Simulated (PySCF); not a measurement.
**V(13+) (vanadium, charge +13): Hartree-Fock from Schrödinger to Dirac-Coulomb-Breit**

Occupied: 1s1/2, 2s1/2, 2p1/2, 2p3/2. Hartree-Fock calculated with PySCF 2.14 in an even-tempered Gaussian basis (20 s from 0.72 bohr⁻², ratio 2.3; 14 p from 0.86 bohr⁻², ratio 2.3), Gaussian nucleus throughout. NR is non-relativistic, sf-X2C the spin-free one-electron X2C Hamiltonian, X2C adds the bare one-electron spin-orbit term, X2C-SNSO screens it by Boettger's factors, DC is four-component Dirac-Coulomb, and the Gaunt and Breit terms are added at first order (total energies over the DC spinors, levels after relaxing the spinors in that mean field). QED terms are absent. Levels marked empty are virtual spinors of this ion.

```
Hamiltonian  E (hartree)
         NR    -872.0217
     sf-X2C    -877.1086
        X2C    -877.1187
   X2C-SNSO    -877.1170
         DC    -877.2267
   DC+Gaunt    -876.9096
   DC+Breit    -876.9349
```

```tsv
level (eV)	NR	sf-X2C	X2C	X2C-SNSO	DC	DC+Gaunt	DC+Breit
1s1/2	-5858.2	-5896.7	-5896.6	-5896.6	-5898.8	-5893.6	-5893.8
2s1/2	-999.47	-1008.1	-1008.1	-1008.1	-1008.3	-1007.9	-1007.9
2p1/2	-898.33	-900.18	-905.75	-905.26	-905.30	-904.61	-904.68
2p3/2	-898.33	-900.18	-897.46	-897.69	-897.81	-897.34	-897.42
3s1/2 (empty)	-333.70	-335.68	-335.68	-335.68	-335.72	-335.64	-335.65
3p1/2 (empty)	-306.07	-306.71	-307.75	-307.66	-307.67	-307.53	-307.55
3p3/2 (empty)	-306.07	-306.71	-306.21	-306.25	-306.27	-306.18	-306.20
```

How large are the two-electron picture-change error of X2C and the Breit correction in the total energy?

X2C-1e lies 0.1080 hartree above Dirac-Coulomb; Gaunt adds 0.3171 and the full Breit term 0.2917 hartree.

```
interval (eV)    X2C  X2C-SNSO     DC  DC+Gaunt  DC+Breit
2p3/2 − 2p1/2  8.297     7.569  7.483     7.264     7.264
3p3/2 − 3p1/2  1.546     1.411  1.397     1.353     1.353
```

Weight of the small component: 1s1/2 0.00681, 2s1/2 0.00125, 2p1/2 0.00121, 2p3/2 0.00120, 3s1/2 0.000364, 3p1/2 0.000348, 3p3/2 0.000346.

Koopmans' value for the highest occupied level at DC+Breit: 897.42 eV, against an ionisation energy of 896 ± 0.4 eV (measured; NIST Atomic Spectra Database, ionization energies); the former lacks relaxation, correlation, QED and recoil.

The whole ladder took 100 s of wall time on 1 thread of Neoverse-V1 (shared host), launched as `OMP_NUM_THREADS=1 python relrun2.py TASK.json OUT` (a driver that calls PySCF for each Hamiltonian).
